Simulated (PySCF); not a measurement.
## Assignment exercise: C₆H₇F₃Si

Molfile (atoms numbered from 1):
```
C6H7F3Si
     RDKit          3D

 17 17  0  0  0  0  0  0  0  0999 V2000
    2.6039   -0.3959    2.0304 C   0  0  0  0  0  0  0  0  0  0  0  0
    1.9974   -0.4957    0.9966 C   0  0  0  0  0  0  0  0  0  0  0  0
    1.0131   -0.6398   -0.5527 Si  0  0  2  0  0  4  0  0  0  0  0  0
    0.4733    0.9743   -1.4276 C   0  0  0  0  0  0  0  0  0  0  0  0
   -1.0188    0.6239   -1.2420 C   0  0  0  0  0  0  0  0  0  0  0  0
   -0.9005   -0.5915   -0.2988 C   0  0  2  0  0  0  0  0  0  0  0  0
   -1.3099   -0.2589    1.0988 C   0  0  0  0  0  0  0  0  0  0  0  0
   -2.6325   -0.0111    1.2226 F   0  0  0  0  0  0  0  0  0  0  0  0
   -1.0455   -1.2587    1.9641 F   0  0  0  0  0  0  0  0  0  0  0  0
   -0.6943    0.8317    1.5895 F   0  0  0  0  0  0  0  0  0  0  0  0
    3.1359   -0.3077    2.9341 H   0  0  0  0  0  0  0  0  0  0  0  0
    1.4420   -1.7701   -1.3758 H   0  0  0  0  0  0  0  0  0  0  0  0
    0.7470    1.8792   -0.8890 H   0  0  0  0  0  0  0  0  0  0  0  0
    0.7606    1.1145   -2.4665 H   0  0  0  0  0  0  0  0  0  0  0  0
   -1.4848    0.3357   -2.1822 H   0  0  0  0  0  0  0  0  0  0  0  0
   -1.6018    1.4366   -0.8096 H   0  0  0  0  0  0  0  0  0  0  0  0
   -1.4921   -1.4546   -0.6017 H   0  0  0  0  0  0  0  0  0  0  0  0
  1  2  3  0
  2  3  1  0
  3  4  1  0
  4  5  1  0
  5  6  1  0
  6  7  1  0
  7  8  1  0
  7  9  1  0
  7 10  1  0
  6  3  1  0
  1 11  1  0
  3 12  1  6
  4 13  1  0
  4 14  1  0
  5 15  1  0
  5 16  1  0
  6 17  1  6
M  END
```

- shielding tensors at PBE0/pcSseg-1 (GIAO)
- geometry: GFN2-xTB
- run in PySCF
- no solvent model, equivalent nuclei averaged, no relativistic terms, one conformer

δ = σ(ref) − σ, references computed at the same level: ¹³C (σ = 186.93 ppm) and ¹H (σ = 31.72 ppm) vs TMS.

(1) Assign these signals to the numbered atoms. ¹³C{¹H} NMR (computed): δ 138.9 (C), 109.6 (CH), 86.0 (C), 37.4 (CH), 21.0 (CH2), 15.6 (CH2).

(2) Assign these signals to the numbered atoms. ¹H NMR (300 MHz, computed): δ 5.16 (m, 1H), 2.46 (m, 1H), 2.41 (m, 1H), 2.33 (d, 1H), 2.32 (m, 1H), 2.00 (m, 1H), 1.57 (m, 1H).

Results:

(1) 
138.9 → C7, CF3 carbon: 3 electronegative neighbours deshield it
109.6 → C1, terminal alkyne carbon
86.0 → C2, alkyne carbon: sp carbons lie upfield of alkene carbons because the cylindrical π system leaves one tensor component strongly shielded
37.4 → C6, sp3 CH bonded to Si
21.0 → C5, sp3 CH2 in a ring: aliphatic region, no heteroatom directly attached
15.6 → C4, sp3 CH2 bonded to Si

(2) 
5.16 → H12, hydrogen on a silicon bonded to 3 C, in a 4-membered ring
2.46 → H16, hydrogen on an sp3 CH2 in a ring
2.41 → H17, hydrogen on an sp3 CH bonded to Si
2.33 → H11, hydrogen on a terminal alkyne carbon: it lies on the axis of the triple bond, in its shielding cone
2.32 → H15, hydrogen on an sp3 CH2 in a ring
2.00 → H13, hydrogen on an sp3 CH2 bonded to Si
1.57 → H14, hydrogen on an sp3 CH2 bonded to Si

H16 and H17; H17 and H11; H11 and H15 lie closer than the usual error of such a calculation, so a measured spectrum could show them in the other order.

Splittings by ¹⁹F in the carbon and heteronuclear signals aren't shown, as no couplings were computed. Shifts are as computed. Against solution values, carbons near 30 ppm lie about +3 ppm off and those near 130 ppm about +5 ppm. Of 1211 compounds with measured shifts, 218 miss one by over three times the rms of a fit or turn the order of signals round; such compounds aren't used in these exercises. Multiplicities follow the n + 1 count of equivalent neighbours, as no J values were calculated; m marks all less simple cases, F and P coupling included.
